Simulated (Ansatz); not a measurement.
Cartesian coordinates (Å):
```xyz
7

N      1.5700    -0.7353     0.1784
C      0.4133    -0.2507     0.0535
C     -0.9893    -0.4728    -0.0077
C     -0.5669     0.7790    -0.1216
H      2.2732    -0.0004     0.1386
H     -1.8450    -1.1317     0.0134
H     -0.8553     1.8118    -0.2546
```
Charge 0, multiplicity 1.

Calculation: frozen-core CCSD(T)/cc-pVQZ // PBE0-D3(BJ)/def2-TZVP (Ansatz, an electronic-structure program).

HF energy: -169.75486 Ha
MP2 correlation energy: -0.70035 Ha

Question: Estimate the CCSD correlation energy, the (T) correction, the total energy and the T1 diagnostic.

Answer: 
The CCSD correlation energy comes out as -0.70809 Ha, the (T) correction comes out as -0.03774 Ha and the CCSD(T) total energy is -170.50070 Ha. The T1 diagnostic comes out as 0.014.
